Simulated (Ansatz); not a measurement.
Geometry optimisation, Ansatz, RKS PBE/def2-SVP.

The input (input.yaml):

```yaml
crystal:
  periodic: [false, false, false]
  atoms:
    - { symbol: Ge, position_ang: [0.168564, 0.020007, -0.063805] }
    - { symbol: H, position_ang: [0.11763, -0.13858, 1.477753] }
    - { symbol: F, position_ang: [1.856949, 0.110434, -0.501673] }
    - { symbol: H, position_ang: [-0.563728, 1.20276, -0.716981] }
    - { symbol: F, position_ang: [-0.385381, -1.480687, -0.758842] }
    - { symbol: Cl, position_ang: [-2.845664, 0.26469, 1.532242] }
    - { symbol: H, position_ang: [-1.65717, -0.084725, 2.033306] }
basis:
  gaussian: { orbitals: def2-SVP }
hamiltonian:
  xc: pbe
relax:
  f_tol: 0.03
  max_steps: 50
```

Run as:

```bash
$ ansatz run input.yaml --threads 2 --pin off --max-ram 3072MiB --backend cpu --events-out ev --progress --plain --runs-dir out
```

**Question.** Where does it end, and by what steps?

**Answer.** The forces met the threshold. After 21 steps the energy has fallen by 0.272 eV; H7 moved furthest, 1.09 Å.

| step | energy less start (eV) | largest force component (eV/Å) | accepted |
| --- | --- | --- | --- |
| 0 | 0.0000 | 0.932 | yes |
| 1 | -0.0431 | 0.569 | yes |
| 2 | -0.0540 | 0.746 | yes |
| 3 | -0.0878 | 0.206 | yes |
| 4 | -0.0949 | 0.373 | yes |
| 5 | -0.0978 | 0.335 | yes |
| 6 | -0.0942 | 0.669 | no |
| 7 | -0.1059 | 0.182 | yes |
| 8 | -0.1095 | 0.262 | yes |
| 9 | -0.1140 | 0.328 | yes |
| 10 | -0.1156 | 0.290 | yes |
| 11 | -0.1242 | 0.366 | yes |
| 12 | -0.1328 | 0.807 | yes |
| 13 | -0.1693 | 0.104 | yes |
| 14 | -0.1876 | 0.113 | yes |
| 15 | -0.1909 | 0.115 | yes |
| 16 | -0.2168 | 0.633 | yes |
| 17 | -0.2494 | 0.527 | yes |
| 18 | -0.2604 | 0.203 | yes |
| 19 | -0.2682 | 0.050 | yes |
| 20 | -0.2715 | 0.089 | yes |
| 21 | -0.2717 | 0.010 | yes |

```xyz
7
Properties=species:S:1:pos:R:3
Ge 0.279 0.160 0.032
H 0.843 0.485 1.426
F 1.605 -0.401 -0.958
H -0.512 1.196 -0.787
F -0.736 -1.289 0.189
Cl -2.643 0.388 1.868
H -2.146 -0.646 1.232
```

Whether the end is a true minimum wasn't checked by a vibrational analysis.

Time of the run: 25 s on 2 threads of Intel(R) Xeon(R) Platinum 8488C (Sapphire Rapids) (shared host), peak memory 0.15 GiB.
